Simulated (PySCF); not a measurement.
Se(Cl)(Et) (C₂H₅ClSe), SMILES CC[Se]Cl. Coordinates come from a PBE-D3(BJ)/def2-SVP optimisation. The values are those of a single conformer.

### Question
Give the equilibrium geometry at PBE-D3(BJ)/def2-SVP (PySCF confirms it by a frequency run) as bond lengths and angles. (An estimate is asked for; the answer gives what the named calculation found.)

### Answer
One answer among several that fit: 
Atoms: Se1 Cl2 C3 C4 H5 H6 H7 H8 H9. Bonded distances (Å): Se1–Cl2 2.218, Se1–C3 1.968, C3–C4 1.520, C3–H5 1.113, C3–H6 1.108, C4–H7 1.108, C4–H8 1.108, C4–H9 1.110. Angles (°): Cl2–Se1–C3 97.4, Se1–C3–C4 114.5, Se1–C3–H5 101.9, Se1–C3–H6 107.0, C4–C3–H5 112.6, C4–C3–H6 112.7, H5–C3–H6 107.4, C3–C4–H7 110.4, C3–C4–H8 111.5, C3–C4–H9 110.4, H7–C4–H8 108.1, H7–C4–H9 107.9, H8–C4–H9 108.5.
